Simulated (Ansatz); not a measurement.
```yaml
crystal:
  periodic: [false, false, false]
  atoms:
    - {symbol: S, position_ang: [0.019163, 1.707036, 0.307201]}
    - {symbol: Al, position_ang: [0.235393, -0.435832, 0.145476]}
    - {symbol: Br, position_ang: [1.717506, -1.466370, 1.462411]}
    - {symbol: Br, position_ang: [-0.994964, -1.613734, -1.307918]}
    - {symbol: H, position_ang: [-0.927198, 1.735299, -0.648671]}
basis:
  gaussian: {orbitals: cc-pVTZ-DK}
hamiltonian: {xc: {name: wPBEh}}
accuracy: high
kpoints: {mp_grid: {grid: [2, 2, 2]}}
output: {forces: true}
```

```sh
$ ansatz run in.yaml --threads 4 --pin off --events-out ev --progress --plain --max-ram 10444MiB
```

Output, abridged:

```
Error: invalid value for `basis.gaussian`: such a run doesn't read kpoints; remove what it names
```

(1) Something in this input is off. What?

Results:

(1) The input holds a key that doesn't belong there. The input was rejected before any iteration.
